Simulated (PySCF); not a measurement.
NMR data simulated for an unnamed compound:

¹H NMR (400 MHz, computed): δ 5.18 (s, 2H), 5.15 (s, 3H), 4.98 (s, 2H), 3.65 (s, 3H).

¹³C{¹H} NMR (computed): δ 93.7 (CH2), 57.2 (CH3).

Theory: GIAO PBE0/pcSseg-1 shieldings, geometry from GFN2-xTB, in PySCF (one computed conformer, non-relativistic Hamiltonian, isolated molecule, one averaged value for each set of equivalent atoms).

Referencing at the same level of theory: TMS for ¹H, ¹³C.

Question: Which of these does the molecule contain: a methoxy group, a benzene ring, a C≡C triple bond, a Si–H bond, a Si–CH3 group?

Answer: 
- A methoxy group: yes (δC 57.2; δH 3.65 (s)).
- A benzene ring: no.
- A C≡C triple bond: no.
- A Si–H bond: yes (δH 4.98 (s)).
- A Si–CH3 group: no.

The data belong to SMILES O(COC)[SiH2]O[SiH3], C2H10O3Si2; they needn't prove each group on their own.

Carbon signals by region: 2 at 50–100 ppm.

Shifts are as computed. Against solution values, carbons near 30 ppm lie about +3 ppm off and those near 130 ppm about +5 ppm. Of 1309 compounds with measured shifts, 239 miss one by over three times the rms of a fit or turn the order of signals round; such compounds aren't used in these exercises. No couplings were computed; multiplicities are counted from neighbouring protons, with m where these are inequivalent, close in shift, in a saturated or five-membered ring or joined by F or P, and br s for small geminal =CH2 splittings.
